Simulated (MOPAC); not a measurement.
A run for MOPAC: AM1 on BH5OSi (SMILES BO[SiH3]), a point of a bond scan (R = 2.389 Å).

```
AM1 1SCF PRECISE CHARGE=0 THREADS=1
BH5OSi

B     -0.35530603 1     0.16770934 1     1.74610802 1
H     -1.88864503 1     1.27794484 1     3.20276568 1
H      0.51570290 1    -0.54223566 1     2.16560005 1
O     -0.48933143 1     0.35730853 1     0.41765439 1
Si     0.33065961 1    -0.20123129 1    -0.91475675 1
H      0.86264245 1     0.96822479 1    -1.64324521 1
H     -0.62978211 1    -0.93425439 1    -1.76420217 1
H      1.43535929 1    -1.09433874 1    -0.49777027 1
```

The log:

```
*******************************************************************************
 **                                                                           **
 **                              MOPAC v23.2.5                                **
 **                                                                           **
 *******************************************************************************
 ** MOPAC's Digital Object Identifier: https://doi.org/10.5281/zenodo.6511958 **
 **                                                                           **
 ** Please cite the open-source release paper for use of this MOPAC version:  **
 ** J. E. Moussa and J. J. P. Stewart (2026)                                  **
 ** MOPAC: An open-source semiempirical molecular orbital program             **
 ** J. Open Source Softw., 11(119), 8025, https://doi.org/10.21105/joss.08025 **
 *******************************************************************************

                              AM1 CALCULATION RESULTS

 *******************************************************************************
 *  AM1        - The AM1 Hamiltonian to be used
 *
 *
 *
 *                 CHARGE ON SYSTEM = 0
 *
 *
 *
 *  PRECISE    - TIGHTER CRITERIA TO BE USED
 *  1SCF       - DO 1 SCF AND THEN STOP
 *  THREADS=1  - MULTI-THREADING NOT USED
 *  T=         - A TIME OF 172800.0 SECONDS REQUESTED
 *  DUMP=N     - RESTART FILE WRITTEN EVERY 7200.0 SECONDS REQUESTED
 *******************************************************************************
AM1 1SCF PRECISE CHARGE=0 THREADS=1
 BH5OSi

   ATOM   CHEMICAL          X               Y               Z
  NUMBER   SYMBOL      (ANGSTROMS)     (ANGSTROMS)     (ANGSTROMS)

     1       B         -0.35530603  *   0.16770934  *   1.74610802  *
     2       H         -1.88864503  *   1.27794484  *   3.20276568  *
     3       H          0.51570290  *  -0.54223566  *   2.16560005  *
     4       O         -0.48933143  *   0.35730853  *   0.41765439  *
     5      Si          0.33065961  *  -0.20123129  *  -0.91475675  *
     6       H          0.86264245  *   0.96822479  *  -1.64324521  *
     7       H         -0.62978211  *  -0.93425439  *  -1.76420217  *
     8       H          1.43535929  *  -1.09433874  *  -0.49777027  *



          CARTESIAN COORDINATES

    NO.       ATOM           X           Y           Z

     1         B         -0.3553      0.1677      1.7461
     2         H         -1.8886      1.2779      3.2028
     3         H          0.5157     -0.5422      2.1656
     4         O         -0.4893      0.3573      0.4177
     5        Si          0.3307     -0.2012     -0.9148
     6         H          0.8626      0.9682     -1.6432
     7         H         -0.6298     -0.9343     -1.7642
     8         H          1.4354     -1.0943     -0.4978

  H: (AM1): M.J.S. DEWAR ET AL, J. AM. CHEM. SOC. 107 3902-3909 (1985)
  B: (AM1): M.J.S. DEWAR ET AL, ORGANOMETALLICS, 7, 513-521 (1988)
  O: (AM1): M.J.S. DEWAR ET AL, J. AM. CHEM. SOC. 107 3902-3909 (1985)
 Si: (AM1): M.J.S.DEWAR, C. JIE, ORGANOMETALLICS, 6, 1486-1490 (1987).

           Empirical Formula: H5 O B Si  =     8 atoms



      MOLECULAR POINT GROUP   :   Cs


      RHF CALCULATION, NO. OF DOUBLY OCCUPIED LEVELS = 9


 -------------------------------------------------------------------------------
 AM1 1SCF PRECISE CHARGE=0 THREADS=1
 BH5OSi



     1SCF WAS SPECIFIED, SO BFGS WAS NOT USED
     SCF FIELD WAS ACHIEVED


                              AM1 CALCULATION
                                                       MOPAC v23.2.5 Linux




          FINAL HEAT OF FORMATION =         52.77420 KCAL/MOL =     220.80726 KJ/MOL


          COSMO AREA              =        118.32 SQUARE ANGSTROMS
          COSMO VOLUME            =        102.32 CUBIC ANGSTROMS

          IONIZATION POTENTIAL    =          7.754593 EV
          HOMO LUMO ENERGIES (EV) =         -7.755 -1.127
          NO. OF FILLED LEVELS    =          9
          MOLECULAR WEIGHT        =         59.9344         POINT GROUP:  Cs

          MOLECULAR DIMENSIONS (Angstroms)

            Atom       Atom       Distance
            H     7    H     2     5.58116
            H     6    H     3     2.94560
            H     2    H     8     2.17657


          SCF CALCULATIONS        =          1





   ATOM   CHEMICAL          X               Y               Z
  NUMBER   SYMBOL      (ANGSTROMS)     (ANGSTROMS)     (ANGSTROMS)

     1       B         -0.35530603  *   0.16770934  *   1.74610802  *
     2       H         -1.88864503  *   1.27794484  *   3.20276568  *
     3       H          0.51570290  *  -0.54223566  *   2.16560005  *
     4       O         -0.48933143  *   0.35730853  *   0.41765439  *
     5      Si          0.33065961  *  -0.20123129  *  -0.91475675  *
     6       H          0.86264245  *   0.96822479  *  -1.64324521  *
     7       H         -0.62978211  *  -0.93425439  *  -1.76420217  *
     8       H          1.43535929  *  -1.09433874  *  -0.49777027  *

                             CARTESIAN COORDINATES

   1    B       -0.355306030     0.167709340     1.746108020
   2    H       -1.888645030     1.277944840     3.202765680
   3    H        0.515702900    -0.542235660     2.165600050
   4    O       -0.489331430     0.357308530     0.417654390
   5   Si        0.330659610    -0.201231290    -0.914756750
   6    H        0.862642450     0.968224790    -1.643245210
   7    H       -0.629782110    -0.934254390    -1.764202170
   8    H        1.435359290    -1.094338740    -0.497770270


           Empirical Formula: H5 O B Si  =     8 atoms



      MOLECULAR POINT GROUP   :   Cs


                  EIGENVALUES
 -37.32923 -21.44042 -17.26948 -15.16398 -14.62049 -14.05630 -11.77062 -11.63738
  -7.75459  -1.12665   1.16868   1.45873   1.46021   1.83612   2.67586   4.60029
   7.13812


              NET ATOMIC CHARGES AND DIPOLE CONTRIBUTIONS

  ATOM NO.   TYPE          CHARGE      No. of ELECS.   s-Pop       p-Pop
    1          B           0.266265        2.7337     1.40911     1.32463
    2          H          -0.069012        1.0690     1.06901
    3          H          -0.029146        1.0291     1.02915
    4          O          -0.585479        6.5855     1.80478     4.78070
    5         Si           1.082102        2.9179     0.83054     2.08736
    6          H          -0.212988        1.2130     1.21299
    7          H          -0.212988        1.2130     1.21299
    8          H          -0.238755        1.2388     1.23875
 DIPOLE           X         Y         Z       TOTAL
 POINT-CHG.     1.310    -0.964    -1.004     1.911
 HYBRID         0.048    -0.040     0.034     0.071
 SUM            1.358    -1.004    -0.970     1.947


          ATOMIC ORBITAL ELECTRON POPULATIONS

     Atom    s        px        py        pz
    1  B   1.40911   0.42449   0.33830   0.56184
    2  H   1.06901
    3  H   1.02915
    4  O   1.80478   1.71734   1.74270   1.32065
    5 Si   0.83054   0.70853   0.74522   0.63361
    6  H   1.21299
    7  H   1.21299
    8  H   1.23875

 **********************
 *                    *
 * JOB ENDED NORMALLY *
 *                    *
 **********************




 == MOPAC DONE ==
```

The run finished.

Cost: roughly 0.020 core-seconds.
